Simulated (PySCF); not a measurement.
C3H8OSi2, SMILES CO[Si@@H]1C=C[SiH2]1. Coordinates come from a B3LYP-D3(BJ)/def2-SVP optimisation. The structure was generated by enumeration; whether it is a known compound was not checked. Other conformers were not sampled.

Question: Give the equilibrium geometry at B3LYP-D3(BJ)/def2-SVP (PySCF confirms it by a frequency run) as bond lengths and angles. (An estimate is asked for; the answer gives what the named calculation found.)

Answer: Several could match; the one computed here: 
Atoms: C1 O2 Si3 C4 C5 Si6 H7 H8 H9 H10 H11 H12 H13 H14. Bond lengths (Å): C1–O2 1.409, C1–H7 1.102, C1–H8 1.106, C1–H9 1.107, O2–Si3 1.668, Si3–C4 1.892, Si3–Si6 2.342, Si3–H10 1.499, C4–C5 1.359, C4–H11 1.099, C5–Si6 1.900, C5–H12 1.099, Si6–H13 1.495, Si6–H14 1.493. Bond angles (°): O2–C1–H7 108.9, O2–C1–H8 111.5, O2–C1–H9 112.1, H7–C1–H8 108.0, H7–C1–H9 108.1, H8–C1–H9 108.0, C1–O2–Si3 126.0, O2–Si3–C4 118.4, O2–Si3–Si6 118.4, O2–Si3–H10 107.4, C4–Si3–Si6 75.7, C4–Si3–H10 113.1, Si6–Si3–H10 121.2, Si3–C4–C5 104.0, Si3–C4–H11 133.1, C5–C4–H11 122.9, C4–C5–Si6 105.9, C4–C5–H12 123.1, Si6–C5–H12 131.0, Si3–Si6–C5 74.2, Si3–Si6–H13 122.3, Si3–Si6–H14 118.7, C5–Si6–H13 116.1, C5–Si6–H14 114.2, H13–Si6–H14 107.9.
Charge 0, spin multiplicity 1.
